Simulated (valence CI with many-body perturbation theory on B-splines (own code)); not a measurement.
Results of a calculation; reference values are marked as such.
Sensitivity of CI+MBPT for Ga¹⁸⁺

Level of theory: configuration interaction combined with many-body perturbation theory (CI+MBPT): three valence electrons over a frozen Dirac-Fock core [Ne], a basis of 6 s, 6 p, 5 d, 3 f, 1 g functions for each j, with the one-electron correlation potential Σ1, the two-electron term Σ2, the three-electron term Σ3, Breit, model QED; selected CI, second order for the rest (own B-spline code, finite nucleus).

No measured levels were compared; by estimate levels of excited configurations hold to 0.05 to 0.15 % of their energy, terms of the ground configuration to about 0.5 %.

The reference run has the lowest level 3s2 3p 2P°_1/2 and an ionisation energy of 681.877 eV. Its largest variational space holds 2827 state functions.

Names give the largest LS component (configuration and term), which can be under half, so a name can repeat, a term be missing and a line seem to break the LS rules; names also repeat where a configuration has a term twice.

Changed runs:
A. selection threshold (hartree) 2e-08 → 2e-07
B. scale of Σ2 1 → 0.5; factor on the speed of light 1 → 10; QED terms on → off
C. shift of the energy in Σ1 (hartree) 0 → 4.9
D. scale of Σ2 1 → -1 (bad on purpose)

Excitation energies of the reference run in cm⁻¹, and shifts in cm⁻¹:

| Level | Reference | A | B | C | D |
| --- | --- | --- | --- | --- | --- |
| 3s2 3p 2P°_3/2 | 46583 | 0 | -46133 | +13 | -141 |
| 3s 3p2 4P_1/2 | 313616 | 0 | -37862 | -35 | -2626 |
| 3s 3p2 4P_3/2 | 335241 | +0.1 | -59333 | -27 | -2859 |
| 3s 3p2 4P_5/2 | 356355 | +0.1 | -80194 | -22 | -2732 |
| 3s 3p2 2D_3/2 | 425648 | +0.1 | -66221 | -21 | -683 |
| 3s 3p2 2D_5/2 | 435289 | +0.1 | -75849 | -16 | -995 |
| 3s 3p2 2S_1/2 | 501695 | +0.1 | -55204 | -24 | +5303 |
| 3s 3p2 2P_1/2 | 548969 | +0.1 | -73888 | -12 | +5958 |
| 3s 3p2 2P_3/2 | 560375 | 0 | -84993 | -12 | +8197 |
| 3s2 3d 2D_3/2 | 645634 | +0.1 | -51804 | -18 | +7251 |
| 3s2 3d 2D_5/2 | 651697 | 0 | -57801 | -14 | +7088 |
| 3p3 2D°_3/2 | 799211 | +0.1 | -90417 | -57 | +381 |
| Ionisation energy (eV) | 681.877 | 0 | -6.318 | +0.068 | +0.390 |
